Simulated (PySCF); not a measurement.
¹⁹F chemical shifts

Gas phase, one averaged value for each set of equivalent atoms, a single conformation, relativity neglected. Structure optimised with GFN2-xTB; PBE0/pcSseg-1 with gauge-including orbitals; PySCF 2.14.

Shieldings were converted by a linear fit to measured shifts: ¹⁹F (scatter 6.0 ppm rms, 7.0 ppm with the 5 outliers that the fit left out vs CFCl3, solution or neat liquid, with a term for F on sp3 carbon). Occasional misses reach two or three times the rms, and more in compound classes unlike the fitted ones.

Problem. Give the ¹⁹F shifts of `CC(C)(C)/C=P\C(F)=C(F)F`, `COCC[C@@]1(C#N)O[C@@H]1F`.

Solution. 
| compound | environment | δ (ppm) |
| --- | --- | --- |
| [CH3:1][C:2]([CH3:3])([CH3:4])/[CH:5]=[P:6]\[C:7]([F:8])=[C:9]([F:10])[F:11] | F10: vinylic fluorine | -86.9 |
| [CH3:1][C:2]([CH3:3])([CH3:4])/[CH:5]=[P:6]\[C:7]([F:8])=[C:9]([F:10])[F:11] | F11: vinylic fluorine | -108.6 |
| [CH3:1][C:2]([CH3:3])([CH3:4])/[CH:5]=[P:6]\[C:7]([F:8])=[C:9]([F:10])[F:11] | F8: vinylic fluorine | -171.4 |
| COCC[C@@]1(C#N)O[C@@H]1F | fluorine on an sp3 carbon | -149.3 |

Problem. Match the shifts -62.7, -72.2, -124.6, -145.0 ppm to `CC(C)=C=PCCC(F)(F)F`, `CC1CP(C(F)(F)F)C1`, `C#C[C@]1(F)CC=C1[SiH2]SC`, `C[C@@]1(F)CO[C@H](C#N)CO1`.

Solution. -62.7: CC1CP(C(F)(F)F)C1 (fluorine of a CF3 group); -72.2: CC(C)=C=PCCC(F)(F)F (fluorine of a CF3 group); -124.6: C[C@@]1(F)CO[C@H](C#N)CO1 (fluorine on an sp3 carbon); -145.0: C#C[C@]1(F)CC=C1[SiH2]SC (fluorine on an sp3 carbon).
